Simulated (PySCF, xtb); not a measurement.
CH4OSe, SMILES CO[SeH].

GFN2-xTB in xtb 6.7.1 at its own geometry gives an orbital gap of 3.51 eV and a dipole moment of 1.95 D.

Geometry: PBE0-D3(BJ)/def2-TZVP. The values are those of a single conformer.

Problem. What does PySCF with r2SCAN/def2-TZVPD give? (The exact figures need the calculation; the answer reports its results.)

Solution. gap 3.86 eV (levels -5.85 and -1.99 eV), dipole 1.42 D.
